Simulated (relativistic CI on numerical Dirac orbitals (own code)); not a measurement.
## Ne I: what numerical and physical settings do to a radial Dirac CI calculation

Reference input:

```
atom Ne  Z=10  charge=0  electrons=10
nucleus A=20  rms_radius_fm=3.0055
hamiltonian dirac-coulomb  breit=on  qed=on  c_scale=1
orbitals kli  potential=per-configuration
slater_scale 1
correlation none
mixing on
grid step=0.0125 r_max=102.8
scf mixing=0.4 start=green max_iterations=150 tolerance=2e-08 node_fill=0.05
configurations
  [He] 2s2 2p6
  [He] 2s2 2p5 3s
end
```

Computed lowest total energy -128.66239 Ha, first excitation 121424.1 cm⁻¹, 21 SCF steps. Runs with settings changed; * marks those that are bad on purpose:

| Changed | Outcome | Lowest level | ΔE (Ha) | First excitation (cm⁻¹) | SCF steps | Message |
| --- | --- | --- | --- | --- | --- | --- |
| Slater scale 1.2, QED terms off | converged | 2p⁶ ¹S0 | -0.0107 | 121327.6 | 21 |  |
| end of the grid at 71.96 bohr, nuclear radius 2.705 fm | converged | 2p⁶ ¹S0 | 7.26e-06 | 121424.0 | 21 |  |
| end of the grid at 51.4 bohr, SCF mixing 0.05, grid step 0.03 | converged | 2p⁶ ¹S0 | 3.48e-05 | 121424.0 | 27 |  |
| node fill of the KLI weights 0.01, SCF tolerance 1e-10 | converged | 2p⁶ ¹S0 | 5.48e-05 | 121417.7 | 24 |  |
| configuration list: extra electron * | refused |  |  |  | 0 | configuration [He] 2s2 2p5 3s 4s has 11 electrons, the ion has 10 |
| end of the grid at 3.08 bohr * | not converged |  |  |  | 10 | orbital 2s not found |

With so few configurations and no correlation, terms lie too far apart (by 10 to 50 % near neutrality), their order can be wrong, and levels of other configurations are missing.
